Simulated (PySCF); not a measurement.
Coordinates in bohr (charge -1 multiplicity 1):
```
I     0.0000    0.0000    0.0000
H     0.0000    0.0000    3.5613
H     0.0000    0.0000   -3.5613
H     3.5613    0.0000    0.0000
H     0.0000    3.5613    0.0000
H    -3.5613    0.0000    0.0000
H     0.0000   -3.5613    0.0000
```

Level of theory: PBE0/[I def2-TZVPD with ECP28, H def2-TZVPD], scalar-relativistic core potentials, density fitting, no spin–orbit coupling, PySCF.

This geometry of IH₆⁻ is a stationary point at this level.

(1) What is the point group?

(2) Is it a minimum?

(3) List the harmonic modes with their infrared intensities.

Results:

(1) Oh.

(2) Yes: all harmonic wavenumbers are real.

(3) 
```tsv
symmetry	ω (cm⁻¹)	IR (km/mol, summed over degenerate members)	type
t1u	431	1456	mixed
t2g	449	0.0	bend
t2u	686	0.0	bend
t1u	1146	7672	stretch
a1g	1463	0.0	stretch
eg	1587	0.0	stretch
```

Only a few start shapes were tried, so a lower isomer may exist. The lowest empty level of this anion is unbound, so it and the gap depend on the basis.
